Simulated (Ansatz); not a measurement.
```yaml
crystal:
  periodic: [false, false, false]
  atoms:
    - {symbol: C, position_ang: [-0.734764, 0.617820, 1.667114]}
    - {symbol: O, position_ang: [0.068211, 0.265670, 0.466979]}
    - {symbol: Ge, position_ang: [-0.441274, -0.091002, -0.951148]}
    - {symbol: F, position_ang: [-1.316288, -1.629855, -0.491616]}
    - {symbol: Al, position_ang: [1.586274, -0.493082, -2.206372]}
    - {symbol: H, position_ang: [-1.549603, 1.591128, 1.530286]}
    - {symbol: H, position_ang: [0.163920, 1.200492, 2.638491]}
    - {symbol: H, position_ang: [-0.996853, 0.033304, 2.246711]}
    - {symbol: H, position_ang: [-1.514483, 0.927604, -0.947670]}
    - {symbol: H, position_ang: [2.407653, 0.530824, -3.111788]}
    - {symbol: H, position_ang: [2.519749, -2.162880, -1.886836]}
basis:
  gaussian: {orbitals: aug-cc-pVDZ, fitting: {mean_field: cc-pVTZ-jkfit}, nuclear_model: gaussian}
magnetization: {spin_polarized: true, initial_magnetization: 1}
hamiltonian: {xc: {name: LC-wPBE}}
accuracy: high
output: {forces: true}
```

```sh
$ ansatz run in.yaml --threads 4 --pin off --events-out ev --progress --plain --max-ram 10444MiB
```

It prints (some lines left out):

```
Error: a molecule whose nuclei and cores have a total charge of 74 cannot have a net charge of 0 together with 1 unpaired electrons
```

(1) What is wrong with this run?

## Answers

(1) The number of unpaired electrons doesn't fit the electron count. The program refused the input.
